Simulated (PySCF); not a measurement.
A TDDFT job was run through a driver script with this input:

```
{"job": {"kind": "uv", "xc": "B3LYP", "basis": "def2-SVPD", "ip": true}, "charge": 0, "multiplicity": 1}
C      3.876176    -0.171506     0.081373
As     2.228924    -0.711660     1.035775
Ge     0.630786     0.127825    -0.580445
C     -1.127920    -0.675871    -0.247717
C     -2.306200     0.068367    -0.924736
C     -2.620592     0.738161     0.427003
C     -1.740634    -0.314588     1.127781
H      3.851190    -0.411945    -0.989679
H      4.009941     0.912532     0.205348
H      4.731999    -0.679377     0.548394
H      2.163716    -2.121652     0.449873
H      0.531603     1.660940    -0.392344
H      1.086934    -0.140611    -2.034857
H     -1.046300    -1.751708    -0.470470
H     -2.083778     0.729515    -1.777777
H     -3.098961    -0.629206    -1.238474
H     -2.187410     1.747409     0.496471
H     -3.676765     0.796990     0.728928
H     -2.334376    -1.147117     1.537252
H     -1.062802     0.036206     1.922777
```

Computed with PySCF, TDDFT B3LYP/def2-SVPD, vertical, gas phase, core orbitals frozen in the response. Job line and output are in the format of a driver script around the code.

**Question.** Give the output without the SCF cycles.

**Answer.** 
```
converged SCF energy = -4510.6356296169

Static polarisability (au): isotropic 126.909, principal 103.712 118.195 158.821

Singlet excitations
state   eV       nm        f      main configurations
  1   5.4964    225.6   0.03995   H->L 0.74, H->L+1 0.23
  2   5.8377    212.4   0.04278   H->L+1 0.64, H->L+2 0.18, H->L 0.15
  3   6.0946    203.4   0.22556   H->L+2 0.78, H->L+1 0.10
  4   6.5447    189.4   0.00414   H-1->L 0.91
  5   6.6833    185.5   0.01073   H->L+4 0.37, H->L+3 0.36, H->L+5 0.09
  6   6.7550    183.5   0.01010   H-1->L+1 0.55, H->L+4 0.22, H->L+5 0.13
  7   6.7966    182.4   0.00635   H->L+3 0.57, H->L+4 0.21
  8   6.8530    180.9   0.04422   H->L+5 0.61, H-1->L+1 0.23
  9   7.0128    176.8   0.00952   H->L+6 0.49, H-2->L 0.28, H->L+4 0.14
 10   7.0825    175.1   0.03196   H-1->L+2 0.36, H-2->L 0.35, H->L+6 0.20

Triplet excitations (Tamm-Dancoff, eV): 4.8558 5.1040 5.6935 6.1329
Vertical ionisation energy (delta-SCF) = 8.5477 eV
```

One conformer (not necessarily the lowest) at the PBE0-D3(BJ)/def2-SVP geometry, without solvent, vibrations or thermal averaging. The B3LYP/def2-SVPD calculation is non-relativistic and has no spin–orbit coupling, an omission that weighs most on arsenic and germanium.

H and L stand for HOMO and LUMO.

The vertical ionisation energy (ΔSCF) is 8.55 eV, 1.47 eV above S10.

Shape of the structure used: `[CH3:1][AsH:2][GeH2:3][CH:4]1[CH2:5][CH2:6][CH2:7]1`: C1–As2–Ge3–C4 164°, As2–Ge3–C4–C5 163°.
